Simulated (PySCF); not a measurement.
Name the molecule from its bond curve

A diatomic of charge +1 contains Hg. Its singlet curve at RHF-CCSD in a double-zeta basis (scalar-relativistic core potentials, PySCF), in eV from the separated fragments:

```csv
R (Å),E (eV)
2.655,-0.250
2.773,-0.338
2.861,-0.374
2.950,-0.392
3.038,-0.397
3.156,-0.390
3.304,-0.367
3.481,-0.331
```

The fit gives ωe = 117 cm⁻¹ and the rotational constant Bₑ = 0.07684 cm⁻¹.

Which atom is the partner?

The minimum lies at 3.036 Å, so the reduced mass is 16.8576 u Å² cm⁻¹/(Bₑ·Re²) = 23.80 u. With Hg at 201.97 u the partner weighs about 27.0 u: Al. The molecule is AlHg⁺.

Correlated steps freeze 5 core orbitals. Spin–orbit coupling is left out.
